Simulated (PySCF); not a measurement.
An unknown shows these calculated signals:

1H NMR (500 MHz, computed): δ 6.15 (m, 1H), 3.33 (m, 2H).

13C{1H} NMR (computed): δ 176.8 (C), 153.9 (C), 127.3 (C), 116.4 (CH), 36.8 (CH2).

Non-relativistic, single conformer, one averaged value for each set of equivalent atoms, in vacuum. Geometry from GFN2-xTB; shielding tensors at PBE0/pcSseg-1 (GIAO); PySCF.

Chemical shifts δ = σref − σ; 1H and 13C against TMS, all at this level.

Problem. Which of these does the molecule contain: a non-aromatic C=C double bond, an amide, an NH or NH2 group, a Si–H bond, an ester, a CF3 group?

Solution. 
- A non-aromatic C=C double bond: yes.
- An amide: no.
- An NH or NH2 group: no.
- A Si–H bond: no.
- An ester: yes (δC 176.8).
- A CF3 group: yes (δC 127.3).

The data belong to `C1=C(C(F)(F)F)OC(=O)C1`, C5H3F3O2; they needn't prove each group on their own.

Carbon signals by region: 1 in the far downfield region (above 160 ppm), 3 in the sp2 and nitrile region (100–160 ppm), 1 below 50 ppm. Above 160 ppm: 176.8, ester carbonyl carbon.

Splittings by 19F in the carbon and heteronuclear signals aren't shown, as no couplings were computed. Shifts are as computed. Against solution values, carbons near 30 ppm lie about +3 ppm off and those near 130 ppm about +5 ppm (rms about the fit 2.1 ppm; single classes can miss by 10 ppm). Of 1328 compounds with measured shifts, 309 miss one by over three times the rms of a fit or turn the order of signals round; such compounds aren't used in these exercises. Signals without a measured value on file couldn't be tested in this way; 1H shifts scatter by 0.2 ppm about their fit, and single ones miss by 0.5 ppm. No couplings were computed; multiplicities are counted from neighbouring protons, with m where these are inequivalent, close in shift, in a saturated or five-membered ring or joined by F or P, and br s for small geminal =CH2 splittings.
